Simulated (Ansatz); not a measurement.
`[SiH3][SiH2][SiH2][GeH3]` + `CSS` → `CS[S][GeH3]` + trisilane  (cleavage of the Ge–Si bond)

Calculated with Ansatz (gas phase, PBE0-D4/def2-TZVP geometries, no zero-point term in ΔE). CCSD(T)/CBS is the MP2 limit (def2-TZVPP, def2-QZVPP) plus CCSD(T) − MP2 in def2-TZVPP, frozen cores. Functionals use def2-TZVPP. B3LYP here is the variant with VWN-RPA as its local correlation; programs differ in this. For Ge outer-core shells are correlated without core-valence functions, which leaves a few kJ/mol of doubt a bond. Scalar relativity is left out up to krypton. Each species was taken in one conformer, which may not be the lowest.

`[SiH3][SiH2][SiH2][GeH3]`:

```xyz
14

Si    1.035   -0.694    2.004
Si   -0.771    0.618    1.307
Si   -0.464    1.257   -0.920
Ge   -0.126   -0.673   -2.272
H     2.303    0.069    1.852
H     0.889   -1.103    3.427
H     1.115   -1.917    1.161
H    -0.903    1.814    2.186
H    -2.026   -0.179    1.412
H     0.734    2.136   -1.022
H    -1.644    2.017   -1.420
H     1.181   -1.376   -1.869
H    -0.040   -0.302   -3.762
H    -1.284   -1.667   -2.083
```

`CSS`:

Cartesian coordinates in Å:
```
C -0.782 -0.572 -0.058
S 0.940 -0.620 0.474
S 1.415 1.352 0.667
H -0.873 -0.133 -1.051
H -1.392 -0.021 0.657
H -1.115 -1.612 -0.092
H 1.808 1.606 -0.598
```

`CS[S][GeH3]`:

Cartesian coordinates in Å:
```
C -0.947 -0.405 -1.677
S -1.399 -0.877 0.001
S -0.993 0.834 1.059
Ge 1.137 0.421 1.586
H -1.543 0.442 -2.014
H -1.164 -1.274 -2.303
H 0.116 -0.172 -1.747
H 1.660 1.665 2.324
H 1.202 -0.822 2.482
H 1.931 0.187 0.291
```

`[SiH3][SiH2][SiH3]`:

Cartesian coordinates in Å:
```
Si -1.024 1.660 -0.058
Si 0.436 0.027 -0.876
Si 0.705 -1.680 0.700
H -1.212 2.758 -1.044
H -0.480 2.237 1.201
H -2.349 1.050 0.235
H 1.759 0.643 -1.176
H -0.108 -0.542 -2.141
H -0.613 -2.305 0.995
H 1.254 -1.117 1.963
H 1.632 -2.732 0.203
```

| level | ΔE (kcal/mol) | difference from CCSD(T)/CBS |
| --- | --- | --- |
| LDA (SPW92) | -3.5 | 1.9 |
| B3LYP-D4 | -5.7 | -0.3 |
| r2SCANh-D4 | -5.1 | 0.3 |
| r2SCAN0-D4 | -5.1 | 0.3 |
| PBE | -4.1 | 1.3 |
| r2SCAN | -5.2 | 0.2 |
| r2SCAN0 | -5.2 | 0.2 |
| BHLYP | -6.5 | -1.1 |
| HF/def2-TZVPP | -8.2 | -2.8 |
| MP2/CBS(def2) | -6.7 | -1.3 |
| CCSD(T)/CBS | -5.4 | 0 |

Largest T1 diagnostic among the species: 0.013.

From BLYP to BHLYP (50 % exact exchange), in def2-TZVPP and without D4, ΔE moves by −0.7 kcal/mol. In def2-TZVPP, CCSD(T) changes the Hartree–Fock value by +2.7 kcal/mol (the triples alone add −0.1 kcal/mol) and MP2 by +1.4 kcal/mol. Leaving LDA and LC-ωPBE aside and taking each functional with its dispersion term where it has one, the values, not all of them listed here, spread over 2.2 kcal/mol, from B2PLYP to PBE-D4.
